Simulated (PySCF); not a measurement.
C3H3, SMILES c1c[cH+]1, charge +1.

Coordinates come from a PBE-D3(BJ)/def2-TZVP optimisation.

Two levels are set side by side: TDDFT-PBE/def2-SVPD (PySCF) and TDDFT-M06-2X/def2-SVPD (PySCF). Vertical, same geometry. The lowest singlet is HOMO−1→LUMO 50 %, HOMO→LUMO+1 50 % with PBE and HOMO→LUMO+1 49 %, HOMO−1→LUMO 48 % with the other functional; states are paired by order. Differences are taken from unrounded values.

```
quantity                               TDDFT-M06-2X  TDDFT-PBE  TDDFT-PBE minus TDDFT-M06-2X
-------------------------------------  ------------  ---------  ----------------------------
lowest singlet excitation (eV)                 6.73       7.09                          0.36
lowest triplet excitation (TDA) (eV)           6.52       6.48                         -0.04
first bright state (f over 0.05) (eV)          9.48       9.57                          0.09
its oscillator strength                        0.12       0.10                         -0.02
```

Rough cost on one machine, each run with all the roots and properties that it gave: TDDFT-M06-2X against TDDFT-PBE about 10 times.
